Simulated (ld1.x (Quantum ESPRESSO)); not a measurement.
The numbers below are computed, except where a source is named.
Hardness and transferability of assorted potentials

Generated with ld1.x 7.5 (TM, RRKJ, ultrasoft, PAW), atompaw 4.2 or ONCVPSP 4.0.1. The cutoff is in Ry: for ld1.x and atompaw files where the sum of valence levels is converged to 10 mRy in a Bessel basis, for ONCV files where the hardest occupied wave has 1 mHa per electron of residual kinetic energy. The error is the largest all-electron minus pseudo excitation energy over each file’s own four to seven test configurations (ionisations up to +4, promotions, holes and added fractions of an electron), all of which were solved. The labels leave out finer settings (local radius, basis sizes, second energies), which also bear on the numbers. Spin-polarised tests are not counted. The rows are a selection from randomly drawn settings: files with unsolved tests, undetermined cutoffs or missed reference levels are left out.

```csv
element,potential,cutoff (Ry),largest error (meV),bound ghosts
Si,"RRKJ, PW91, scalar-relativistic, rc 1.95/1.35/1.55 (spd), local s, core correction no, reference 3s2 3p1.5",50,+77,none
Ca,"TM, PW91, scalar-relativistic, rc 1.75/1.35/2.30 (spd), local s, core correction yes, reference 3s2 3p6 3d0 4s0 4p0",50,+1503,none
Ca,"TM semilocal, PBE, scalar-relativistic, rc 3.60/1.25/2.20 (spd), local s, core correction no, reference 3p6 3d0 4s2 4p0",55,+39,none
Ni,"TM semilocal, LDA (PZ), scalar-relativistic, rc 2.10/0.80/0.80 (spd), local s, core correction no, reference 3p6 3d8 4s2 4p0",300,+77,none
Rb,"TM, PBE, scalar-relativistic, rc 3.20/4.20/4.20 (spd), local s, core correction yes, reference 4d1 5s0 5p0",6,-3.1,none
Sb,"PAW, PBEsol, scalar-relativistic, rc 1.95/2.45/1.45 (spd), local smoothed, core correction yes, reference 4d10 5s2 5p3",70,-31,none
La,"RRKJ, PBE, scalar-relativistic, rc 1.70/2.55/3.15/1.85 (spdf), local s, core correction yes, reference 4f0 5s2 5p6 5d1 6s0 6p0",45,+210,none
```

Problem. Fill in the row for Fe: ultrasoft, PBE, scalar-relativistic, rc 2.90/3.50/1.50 (spd), local smoothed, core correction yes, reference 3d6 4s1.5 4p0.5.

Solution. cutoff 45 Ry, largest error -56 meV, bound ghosts: none.

Problem. Fill in the row for P: RRKJ, PBE, scalar-relativistic, rc 1.40/2.00 (sp), local s, core correction yes, reference 3s2 3p3.

Solution. cutoff 30 Ry, largest error +261 meV, bound ghosts: none.
